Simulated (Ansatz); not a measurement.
Consider the ligand exchange at the Si–Br bond: `[SiH]Br` + HCl → `[SiH]Cl` + HBr.

Computed with Ansatz on PBE0-D4/def2-TZVP structures; ΔE is electronic, products minus reactants. CBS: MP2 limit from def2 TZ/QZ plus the TZ coupled-cluster correction, frozen cores. This one scheme is used for every species. DFT in def2-TZVPP. B3LYP here is the variant with VWN-RPA as its local correlation; programs differ in this. HSE06 is defined as in plane-wave codes. For Br outer-core shells are correlated without core-valence functions, which leaves a few kJ/mol of doubt a bond. Scalar relativity is left out up to krypton.

`[SiH]Br`:

```xyz
3

Si   -0.338    0.726   -0.354
Br    0.182   -1.424   -0.737
H     0.156    0.699    1.091
```

HCl:

```xyz
2

Cl   -0.137    0.618   -0.090
H     0.137   -0.618    0.090
```

`[SiH]Cl`:

```xyz
3

Si   -0.189    0.785    0.169
Cl    1.219   -0.384   -0.811
H    -1.030   -0.401    0.642
```

HBr:

Cartesian coordinates in Å:
```
Br 0.210 0.396 -0.551
H -0.210 -0.396 0.551
```

**Question.** Is it downhill or uphill in electronic energy at CCSD(T)/CBS, and by how much? (Estimate.)

**Answer.** Computed: Uphill: ΔE = +0.03 eV.

**Question.** What do these levels give: revPBE-D4, B3LYP-D4, HSE06-D4, CAM-B3LYP-D4, ωB97M-V, r2SCAN, HSE06, BHLYP, MP2/def2-TZVPP, CCSD/def2-TZVPP, CCSD(T)/def2-TZVPP, HF/def2-QZVPP? (Estimate.)

**Answer.** Computed: revPBE-D4 0.03, B3LYP-D4 0.02, HSE06-D4 0.04, CAM-B3LYP-D4 -0.01, ωB97M-V 0.01, r2SCAN 0.03, HSE06 0.04, BHLYP 0.01, MP2/def2-TZVPP 0.03, CCSD/def2-TZVPP 0.02, CCSD(T)/def2-TZVPP 0.02, HF/def2-QZVPP 0.01 eV.

Largest T1 diagnostic among the species: 0.013.

Leaving LDA and LC-ωPBE aside and taking each functional with its dispersion term where it has one, the values, not all of them listed here, spread over 0.05 eV, from B97M-V to HSE06-D4.
